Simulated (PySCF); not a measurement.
Computed shifts of a molecule C2H3Cl2FSi, PBE0/pcSseg-1 (PySCF), GIAO, gas phase, atoms alike by connectivity averaged where their shifts nearly agree, in ppm (number of nuclei): ¹⁹F: -98.7 (1). ¹³C: 168.2 (1), 145.1 (1). ²⁹Si: -73.7 (1). ¹H: 4.58 (3). References: ¹⁹F against CFCl3 (σ = 167.2 ppm); ¹³C against TMS (σ = 186.3 ppm); ²⁹Si against TMS (σ = 352.7 ppm); ³⁵Cl against HCl (σ = 945.9 ppm); ¹H against TMS (σ = 31.56 ppm), references at their B3LYP-D3(BJ)/def2-TZVP geometries, non-relativistic (without spin–orbit terms, shifts of atoms bonded to Cl or Br come out too high). Geometry: B3LYP-D3(BJ)/def2-SVP. The values are those of a single conformer.

### Question
Which structure fits?
A) FC([SiH3])=C(Cl)Cl
B) F[SiH2]C=C(Cl)Cl
C) F/C(Cl)=C\[SiH2]Cl
D) F/C(=C/Cl)[SiH2]Cl

### Answer
A, FC([SiH3])=C(Cl)Cl
